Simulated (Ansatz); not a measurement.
# Energy profile

The step: ZnH₂SO ([OH][Zn][SH]) + H₂ → ZnH₂O ([OH][ZnH]) + H₂S (still joined by a long Zn–S bond); bonds formed: Zn1–H5, S2–H4; bonds broken: H4–H5; bonds weakened to dative contacts: Zn1–S2 (atoms numbered as in the saddle structure below).

```tsv
atom	x (Å)	y (Å)	z (Å)
Zn1	-0.0507	0.5732	-0.2345
S2	0.8615	-1.4248	0.8460
O3	-0.4373	1.1678	-1.8740
H4	0.3177	0.0360	1.4517
H5	-0.1121	1.0434	1.4059
H6	-0.3748	-1.9390	0.9691
H7	-0.2043	0.5434	-2.5642
```

Electronic energies by CCSD(T) at an estimated basis limit (MP2 extrapolated from triple and quadruple zeta, plus CCSD(T) − MP2 in triple zeta), on PBE0-D4/def2-TZVP structures; ZnH4SO, closed shell; no counterpoise correction. Ansatz 0.2.0; basis: def2-TZVPP and def2-QZVPP; cores frozen in the correlated methods. The 3s and 3p shells of Cu and Zn are frozen; filled d shells are correlated. Extrapolation: Hartree–Fock as exp(−7.88 √X), correlation as X^−2.97.

(1) Give the profile in eV, counted from the separated reactants. (An estimate is asked for; the value comes from the calculation.)

T1 diagnostic: at most 0.018.

Answers

(1) By the calculation:
```csv
point,eV
"separated: ZnH2SO (linked as [OH][Zn][SH]; Zn1, S2, O3, H6, H7; singlet) + H2 (H4, H5; singlet)",0.000
start structure,-0.058
saddle,1.593
end structure,0.424
"separated: ZnH2O (linked as [OH][ZnH]; Zn1, O3, H5, H7; singlet) + H2S (S2, H4, H6; singlet)",0.755
```

For scale, one of the runs: CCSD(T)/def2-TZVPP, 193 basis functions, launched by `ansatz run in.yaml --threads 4 --pin off --events-out ev --progress --plain --max-ram 9574MiB`. Hardware: 4 CPU threads of an Arm Neoverse V1, shared host. Wall time 43 s; peak host memory 2.1 GiB.
